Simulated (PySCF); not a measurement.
A PySCF script (with the pyscf-properties extension) for the NMR shieldings of `[Si]1(C)(C)C[SiH2]C1`, C4H12Si2, on a GFN2-xTB geometry:

```python
import basis_set_exchange as bse
import numpy as np
from pyscf import gto, dft
from pyscf.prop import nmr

atoms = """
C    -1.353772   -1.732229   -0.098014
Si   -0.456875   -0.054959   -0.067516
C    -1.686116    1.369037   -0.350264
C     0.704783    0.192800    1.449023
Si    2.260846    0.272559    0.332243
C     1.112243    0.023616   -1.182152
H    -2.111801   -1.786990    0.677002
H    -0.656857   -2.548544    0.061310
H    -1.845751   -1.897339   -1.051380
H    -1.179480    2.328475   -0.334582
H    -2.452338    1.386108    0.418419
H    -2.184672    1.273175   -1.309695
H     0.706055   -0.628176    2.160759
H     0.518990    1.096823    2.022436
H     2.958629    1.560932    0.358011
H     3.221128   -0.813094    0.547792
H     1.124693    0.844490   -1.893910
H     1.311536   -0.880368   -1.751139
"""
names = dict.fromkeys(["C", "Si", "H"], "pcSseg-1")
basis = {el: gto.basis.parse(bse.get_basis(n, elements=[el], fmt="nwchem")) for el, n in names.items()}
mol = gto.M(atom=atoms, basis=basis, charge=0, verbose=0)
mf = dft.RKS(mol, xc="PBE0")
mf.grids.level = 2
mf.grids.alignment = dft.numint.BLKSIZE   # the property module wants whole blocks of grid points
mf.conv_tol = 1e-9
mf.kernel()

calc = nmr.RKS(mf)   # GIAO
C = mf.mo_coeff
Co = C[:, mf.mo_occ > 0]
resp = mf.gen_response(singlet=True, hermi=2)
def vind(x):   # induced exchange potential for any number of trial vectors
    d = np.einsum("pi,xij,qj->xpq", C, 2 * x.reshape(-1, C.shape[1], Co.shape[1]), Co, optimize=True)
    return np.einsum("xpq,pi,qj->xij", resp(d - d.transpose(0, 2, 1)), C, Co, optimize=True).ravel()
mo1, _ = nmr.rhf.solve_mo1(calc, with_cphf=vind)
sigma = calc.kernel(mo1)
for i, s in enumerate(sigma):   # ppm
    print("%2d %-2s %9.2f" % (i, mol.atom_pure_symbol(i), np.trace(s) / 3))
```

Q: What are the results?

A: 
```
 0 C     184.48
 1 Si    332.96
 2 C     184.49
 3 C     185.80
 4 Si    394.27
 5 C     185.80
 6 H      31.52
 7 H      31.37
 8 H      31.52
 9 H      31.37
10 H      31.52
11 H      31.52
12 H      31.25
13 H      31.25
14 H      26.96
15 H      26.96
16 H      31.25
17 H      31.25
```

These numbers come from an equivalent density-fitted implementation of the same equations, which agrees with the script to about 0.01 ppm for H and up to a few tenths of a ppm for heavy atoms, so last digits may differ.

Size and cost of the density-fitted run: 176 basis functions, 91 s wall time on 1 thread of an Intel Xeon, shared host; peak memory 0.82 GiB.
